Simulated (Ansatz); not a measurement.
`C[O][SnH2][Se]C`. The species carries charge 0 and has multiplicity 1. Sn takes the def2 core potential. The geometry is a stationary point of PBE0-D4/def2-TZVP. It is one conformer, not always the lowest.

```xyz
13

C    -0.054    0.591    2.215
O    -0.648    0.551    0.944
Sn    0.330    1.272   -0.609
Se   -0.634    0.014   -2.542
C    -0.352   -1.765   -1.766
H     0.985    0.229    2.213
H    -0.628   -0.057    2.885
H    -0.056    1.602    2.645
H     0.030    2.944   -0.771
H     1.970    0.894   -0.284
H     0.710   -1.999   -1.722
H    -0.852   -2.466   -2.432
H    -0.801   -1.811   -0.777
```

(1) What is the dipole moment at B3LYP/def2-TZVPP? (Estimate.)

(2) And with PBE, r2SCAN, ωB97M-V? (An estimate is asked.)

(3) Give the Mulliken charges with B3LYP, r2SCAN, PBE in def2-TZVPP. (An estimate is asked.)

Answers

(1) Ansatz gave: 1.59 D, with components (1.44, -0.35, 0.56) D in this frame, pointing from negative to positive charge.

(2) Ansatz gave: PBE 1.49 D, r2SCAN 1.62 D, ωB97M-V 1.65 D.

(3) Ansatz gave: 
| atom | B3LYP | r2SCAN | PBE |
| --- | --- | --- | --- |
| C1 | -0.12 | 0.02 | -0.13 |
| O2 | -0.55 | -0.55 | -0.48 |
| Sn3 | 0.84 | 0.81 | 0.76 |
| Se4 | -0.23 | -0.26 | -0.23 |
| C5 | -0.38 | -0.24 | -0.36 |
| H6 | 0.08 | 0.05 | 0.08 |
| H7 | 0.10 | 0.05 | 0.09 |
| H8 | 0.09 | 0.05 | 0.09 |
| H9 | -0.12 | -0.11 | -0.11 |
| H10 | -0.14 | -0.13 | -0.13 |
| H11 | 0.13 | 0.10 | 0.14 |
| H12 | 0.13 | 0.10 | 0.13 |
| H13 | 0.15 | 0.12 | 0.15 |

B3LYP here is the variant with VWN-RPA as its local correlation; programs differ in this.
